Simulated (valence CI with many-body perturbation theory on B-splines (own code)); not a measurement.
# E1 transitions of Bi67+

Level of theory: valence CI with perturbative core correlation (CI+MBPT): six valence electrons over a frozen Dirac-Fock core [Ne], a basis of 9 s, 9 p, 8 d, 6 f, 3 g, 1 h functions for each j, with the one-electron correlation potential Σ1, the two-electron term Σ2, the three-electron term Σ3, Breit, model QED; selected CI, second order for the rest, scaled by the run's own slope (own B-spline code, finite nucleus).

The last digits are not significant, and no measured levels were compared; by estimate large intervals hold to a few tenths of a per cent, small ones and those within an open d or f shell to about a per cent. Among the levels kept, up to 1200 cm⁻¹ of a level comes from second order outside the variational space, and about a tenth of that is noise between levels of different J, which matters for small intervals.

Lines 1 to 50 of 140 in falling wavelength, among levels below 8565.0 × 10³ cm⁻¹, chosen from the strongest by gf and those to the six lowest levels. Wavelengths and rates use the calculated energies. Electric multipoles are in the length gauge with retardation, E1 and E2 with the static RPA response of the core. Weak lines are less certain than strong ones. Lines between different terms over intervals too small for the method are left out, as are lines whose strength nearly cancels. The highest levels of a list are the least certain.

Levels are named by their leading jj configuration (3d3/2^4 stands for four electrons in 3d with j = 3/2), which in mixed levels can hold well under half, so a name can repeat and another be missing. Letters in brackets count levels of one name in rising energy.

```csv
λ vac (nm),Upper,Lower,A (s⁻¹),S (a.u.) with core polarisation,S without
10.97,(3s^2 3p1/2^2 3d3/2^2) J=2,(3s^2 3p1/2^2 3p3/2 3d5/2) J=3,2.53e+07,8.23e-05,8.32e-05
10.06,(3s^2 3p1/2 3p3/2^2 3d5/2) J=1 [a],(3s^2 3p1/2^2 3d5/2^2) J=0,6.68e+06,1.01e-05,1.02e-05
9.259,(3s^2 3p1/2^2 3d3/2^2) J=2,(3s^2 3p1/2^2 3p3/2 3d5/2) J=2,1.55e+07,3.03e-05,3.07e-05
8.533,(3s^2 3p1/2 3p3/2^2 3d5/2) J=3 [a],(3s^2 3p1/2^2 3d5/2^2) J=4,1.17e+07,2.51e-05,2.55e-05
8.189,(3s^2 3p1/2 3p3/2^2 3d3/2) J=1 [a],(3s^2 3p1/2^2 3d3/2 3d5/2) J=1,9.58e+06,7.79e-06,7.91e-06
7.764,(3s^2 3p1/2 3p3/2^2 3d5/2) J=4 [b],(3s^2 3p1/2^2 3d5/2^2) J=4,2.23e+07,4.63e-05,4.69e-05
7.640,(3s^2 3p1/2 3p3/2^3) J=2,(3s^2 3p1/2^2 3p3/2 3d5/2) J=1,9.18e+06,1.01e-05,1.02e-05
7.606,(3s^2 3p1/2 3p3/2^2 3d5/2) J=5,(3s^2 3p1/2^2 3d5/2^2) J=4,8.46e+06,2.02e-05,2.05e-05
7.494,(3s^2 3p1/2 3p3/2^2 3d3/2) J=4,(3s^2 3p1/2^2 3d3/2 3d5/2) J=4,1.99e+07,3.72e-05,3.77e-05
7.084,(3s^2 3p1/2 3p3/2^2 3d3/2) J=3 [a],(3s^2 3p1/2^2 3d3/2 3d5/2) J=3,7.68e+06,9.43e-06,9.58e-06
6.757,(3s^2 3p1/2 3p3/2^2 3d3/2) J=4,(3s^2 3p1/2^2 3d3/2 3d5/2) J=3,6.33e+06,8.68e-06,8.80e-06
6.666,(3s^2 3p1/2 3p3/2^3) J=1,(3s^2 3p1/2^2 3p3/2 3d5/2) J=2,1.94e+07,8.52e-06,8.66e-06
6.579,(3s^2 3p1/2 3p3/2^2 3d5/2) J=1 [b],(3s^2 3p1/2^2 3d5/2^2) J=2,3.51e+07,1.48e-05,1.50e-05
6.304,(3s^2 3p1/2 3p3/2^3) J=2,(3s^2 3p1/2^2 3p3/2 3d5/2) J=2,4.58e+07,2.83e-05,2.87e-05
6.273,(3s^2 3p1/2 3p3/2^2 3d3/2) J=3 [b],(3s^2 3p1/2^2 3d3/2 3d5/2) J=4,1.13e+07,9.67e-06,9.83e-06
5.888,(3s 3p1/2^2 3p3/2^3) J=2,(3s^2 3p1/2 3p3/2^3) J=2,1.65e+10,8.33e-03,8.45e-03
5.834,(3s^2 3p1/2 3p3/2^2 3d3/2) J=2 [c],(3s^2 3p1/2^2 3d3/2 3d5/2) J=2,1.85e+07,9.07e-06,9.20e-06
5.632,(3s^2 3p1/2 3p3/2^2 3d3/2) J=1 [b],(3s^2 3p1/2^2 3d3/2 3d5/2) J=2,1.87e+07,4.94e-06,5.02e-06
5.603,(3s 3p1/2^2 3p3/2^3) J=2,(3s^2 3p1/2 3p3/2^3) J=1,2.41e+10,1.05e-02,1.06e-02
5.504,(3s^2 3p1/2 3p3/2^2 3d3/2) J=2 [c],(3s^2 3p1/2^2 3d3/2 3d5/2) J=3,1.74e+07,7.17e-06,7.27e-06
5.337,(3s 3p1/2^2 3p3/2^3) J=1,(3s^2 3p1/2 3p3/2^3) J=2,3.48e+10,7.83e-03,7.94e-03
5.102,(3s 3p1/2^2 3p3/2^3) J=1,(3s^2 3p1/2 3p3/2^3) J=1,1.27e+10,2.50e-03,2.53e-03
4.954,(3s^2 3p1/2 3p3/2^2 3d3/2) J=2 [a],(3s^2 3p1/2 3p3/2^3) J=2,4.13e+09,1.24e-03,1.26e-03
4.868,(3s^2 3p1/2 3p3/2^2 3d3/2) J=1 [a],(3s^2 3p1/2 3p3/2^3) J=2,3.95e+10,6.74e-03,6.83e-03
4.780,(3s^2 3p1/2 3p3/2^2 3d3/2) J=3 [a],(3s^2 3p1/2 3p3/2^3) J=2,4.38e+09,1.65e-03,1.67e-03
4.779,(3s^2 3p1/2^2 3d3/2 3d5/2) J=2,(3s^2 3p1/2^2 3p3/2 3d5/2) J=1,9.58e+09,2.58e-03,2.61e-03
4.771,(3s^2 3p1/2^2 3p3/2 3d3/2) J=1,(3s^2 3p1/2^2 3p3/2^2) J=0,7.92e+09,1.27e-03,1.29e-03
4.764,(3s^2 3p1/2^2 3d3/2 3d5/2) J=3,(3s^2 3p1/2^2 3p3/2 3d5/2) J=3,5.69e+09,2.13e-03,2.15e-03
4.751,(3s^2 3p1/2 3p3/2^2 3d3/2) J=2 [a],(3s^2 3p1/2 3p3/2^3) J=1,1.82e+09,4.82e-04,4.88e-04
4.717,(3s^2 3p1/2 3p3/2^2 3d3/2) J=0,(3s^2 3p1/2 3p3/2^3) J=1,2.13e+10,1.10e-03,1.12e-03
4.671,(3s^2 3p1/2 3p3/2^2 3d3/2) J=1 [a],(3s^2 3p1/2 3p3/2^3) J=1,1.10e+08,1.66e-05,1.65e-05
4.668,(3s^2 3p1/2^2 3d3/2 3d5/2) J=1,(3s^2 3p1/2^2 3p3/2 3d5/2) J=1,3.95e+09,5.94e-04,6.01e-04
4.549,(3s^2 3p1/2^2 3p3/2 3d3/2) J=2,(3s^2 3p1/2^2 3p3/2^2) J=2,1.27e+10,2.95e-03,2.98e-03
4.542,(3s^2 3p1/2^2 3d3/2 3d5/2) J=2,(3s^2 3p1/2^2 3p3/2 3d5/2) J=3,8.38e+09,1.94e-03,1.96e-03
4.536,(3s 3p1/2^2 3p3/2^3) J=2,(3s^2 3p1/2^2 3d3/2^2) J=2,4.60e+07,1.06e-05,1.07e-05
4.528,(3s^2 3p1/2^2 3d3/2^2) J=2,(3s^2 3p1/2^2 3p3/2 3d3/2) J=3,1.12e+10,2.57e-03,2.60e-03
4.524,(3s^2 3p1/2^2 3d3/2^2) J=2,(3s^2 3p1/2^2 3p3/2 3d3/2) J=1,1.37e+10,3.13e-03,3.17e-03
4.455,(3s^2 3p1/2^2 3d3/2 3d5/2) J=4,(3s^2 3p1/2^2 3p3/2 3d5/2) J=3,6.41e+09,2.52e-03,2.55e-03
4.411,(3s^2 3p1/2^2 3d3/2 3d5/2) J=3,(3s^2 3p1/2^2 3p3/2 3d5/2) J=2,1.07e+10,3.18e-03,3.22e-03
4.383,(3s^2 3p1/2^2 3p3/2 3d3/2) J=1,(3s^2 3p1/2^2 3p3/2^2) J=2,2.07e+10,2.58e-03,2.61e-03
4.379,(3s^2 3p1/2^2 3p3/2 3d3/2) J=3,(3s^2 3p1/2^2 3p3/2^2) J=2,3.56e+09,1.03e-03,1.04e-03
4.363,(3s^2 3p1/2 3p3/2^2 3d3/2) J=2 [b],(3s^2 3p1/2 3p3/2^3) J=2,5.36e+09,1.10e-03,1.11e-03
4.360,(3s^2 3p1/2^2 3d3/2^2) J=2,(3s^2 3p1/2^2 3p3/2 3d3/2) J=2,1.47e+10,3.01e-03,3.04e-03
4.298,(3s^2 3p1/2 3p3/2^2 3d3/2) J=1 [a],(3s^2 3p1/2^2 3d3/2^2) J=0,7.67e+07,9.02e-06,9.14e-06
4.278,(3s^2 3p1/2 3p3/2^2 3d5/2) J=3 [a],(3s^2 3p1/2^2 3d3/2 3d5/2) J=2,3.09e+07,8.37e-06,8.47e-06
4.272,(3s^2 3p1/2^2 3d3/2 3d5/2) J=3,(3s^2 3p1/2^2 3p3/2 3d5/2) J=4,7.24e+09,1.95e-03,1.97e-03
4.220,(3s^2 3p1/2^2 3d3/2 3d5/2) J=2,(3s^2 3p1/2^2 3p3/2 3d5/2) J=2,7.49e+08,1.39e-04,1.40e-04
4.204,(3s^2 3p1/2 3p3/2^2 3d3/2) J=2 [b],(3s^2 3p1/2 3p3/2^3) J=1,4.39e+08,8.05e-05,8.12e-05
4.148,(3s^2 3p1/2 3p3/2^2 3d5/2) J=4 [b],(3s^2 3p1/2^2 3d3/2 3d5/2) J=4,1.18e+08,3.75e-05,3.80e-05
4.133,(3s^2 3p1/2^2 3d3/2 3d5/2) J=1,(3s^2 3p1/2^2 3p3/2 3d5/2) J=2,1.71e+10,1.79e-03,1.81e-03
```
